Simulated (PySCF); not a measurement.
SMILES [BH2][PbH2][CH2]C#C, C3H7BPb: coupling constants with relativity

Cartesian coordinates in Å; atom numbers follow the order of the lines, from 1:
```xyz
12

B    -2.114    0.827    0.077
Pb   -0.942   -1.129   -0.177
C     1.194   -0.694    0.515
C     1.657    0.551   -0.039
C     2.009    1.607   -0.524
H    -2.189    1.605   -0.840
H    -2.623    1.085    1.139
H    -0.778   -1.710   -1.837
H    -1.483   -2.487    0.824
H     1.165   -0.674    1.614
H     1.808   -1.547    0.191
H     2.336    2.536   -0.952
```

[PySCF integrals, density fitting: indirect couplings; PBE0/pcJ-1 (dyall-v2z on Pb), gas phase, finite nuclei, structure from PBE0-D3(BJ)/def2-SVP]

Non-relativistic values:
```csv
coupling,atoms,J (Hz)
"1J(207Pb,11B)",Pb2 – B1,522.1
"1J(207Pb,13C)",Pb2 – C3,180.6
"1J(207Pb,1H)",Pb2 – H8/H9,1197.8
"2J(207Pb,13C)",Pb2 – C4,-46.9
"2J(207Pb,1H)",Pb2 – H6/H7,54.9
"2J(207Pb,1H)",Pb2 – H10/H11,-53.2
"3J(207Pb,13C)",Pb2 – C5,33.3
"4J(207Pb,1H)",Pb2 – H12,-26.9
```

**Question.** What do two-component X2C with spin–orbit coupling give?

**Answer.** 
```csv
coupling,atoms,with spin–orbit (Hz)
"1J(207Pb,11B)",Pb2 – B1,827.4
"1J(207Pb,13C)",Pb2 – C3,143.1
"1J(207Pb,1H)",Pb2 – H8/H9,2082.9
"2J(207Pb,13C)",Pb2 – C4,-90.0
"2J(207Pb,1H)",Pb2 – H6/H7,208.9
"2J(207Pb,1H)",Pb2 – H10/H11,-56.3
"3J(207Pb,13C)",Pb2 – C5,93.3
"4J(207Pb,1H)",Pb2 – H12,-71.2
```

The largest listed coupling, 1J(207Pb,1H), ends at 1.74 times its non-relativistic value. Equivalent partners are averaged, as under fast rotation. In the static structure 2J(207Pb,1H) spreads over -39.5, -73.1 Hz.
